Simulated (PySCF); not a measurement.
# Simulated absorption spectrum

Species: C6H12BNO.
Atom-mapped SMILES: `[CH3:1][C:2]#[C:3][CH2:4][B:5]([NH2:6])[O:7][CH2:8][CH3:9]` (hydrogens: H10, H11, H12 on C1; H13, H14 on C4; H15, H16 on N6; H17, H18 on C8; H19, H20, H21 on C9)

Method: PySCF, TDDFT wB97X-D/def2-SVPD, vertical, gas phase, core orbitals frozen in the response. Isolated species at its PBE0-D3(BJ)/def2-SVP geometry (one conformer only). Torsions of this conformer, `[CH3:1][C:2]#[C:3][CH2:4][B:5]([NH2:6])[O:7][CH2:8][CH3:9]`: C3–C4–B5–N6 0°, C4–B5–O7–C8 -178°, B5–O7–C8–C9 82°, H–N6–B5–C4 -179°, H–N6–B5–C4 -2°.

Broadening: Gaussians 0.25 eV wide at half height, area fixed by f = 4.319×10⁻⁹ ∫ε dν̃. The cross-section is σ = 3.8235×10⁻²¹ ε cm², given in Mb (10⁻¹⁸ cm²). The width is an assumption, not a result. The curve ends short of the highest state used, and states not computed would add to its high-energy end.

```tsv
λ (nm)	σ (Mb)
163.4	1.90
164.4	1.03
165.5	0.75
166.6	1.36
167.7	3.12
168.7	5.80
169.8	9.46
170.9	12.59
171.9	13.78
173.0	12.71
174.1	9.80
175.1	6.72
176.2	3.97
177.3	2.45
178.4	2.12
179.4	2.60
180.5	3.69
181.6	5.00
182.6	6.11
183.7	6.95
184.8	7.18
185.8	6.77
186.9	5.77
188.0	4.43
189.0	3.17
190.1	1.98
191.2	1.12
192.3	0.57
193.3	0.28
194.4	0.12
195.5	0.04
196.5	0.02
197.6	0.01
198.7	0.00
199.7	0.00
200.8	0.00
```

Problem. Where are the band maxima, and which computed states make them?

Solution. 185 nm (6.72 eV), ε about 1900, made up of S2 (57%) and S3 (36%); 172 nm (7.21 eV), ε about 3600, made up of S6 (100%) (ε in L mol⁻¹ cm⁻¹; maxima over ε = 5, shares over 10%). At its high-energy end, 7.59 eV, the curve is still rising (ε about 510, from S7). The states used: S1 6.55 eV (f 0.0001); S2 6.67 eV (f 0.011); S3 6.77 eV (f 0.0070); S4 6.83 eV (f 0.0014); S5 6.86 eV (f 0.0011); S6 7.21 eV (f 0.033); S7 7.74 eV (f 0.012); S8 7.89 eV (f 0.0016); S9 8.06 eV (f 0.0016); S10 8.19 eV (f 0.0026).

Problem. Coming from long wavelengths, where does ε first pass 100 L mol⁻¹ cm⁻¹?

Solution. At about 193 nm (6.43 eV), 0.12 eV below S1.

Problem. On this curve, what absorbance would a 10⁻⁴ mol/L sample give at 193 nm over a 1 cm path?

Solution. 193 nm is 6.424 eV, where ε is about 91 L mol⁻¹ cm⁻¹, so A = ε c l ≈ 0.0091 (Beer–Lambert, with the gas-phase spectrum and the assumed width).

Problem. What would ε be at 7.21 eV, the highest of these maxima, with half the width (0.125 eV)?

Solution. About 7210 L mol⁻¹ cm⁻¹ against 3600, a factor of about 2.00; a lone state at its own centre would give exactly 2.

All these states lie below the vertical ionisation energy of 8.98 eV (ΔSCF).
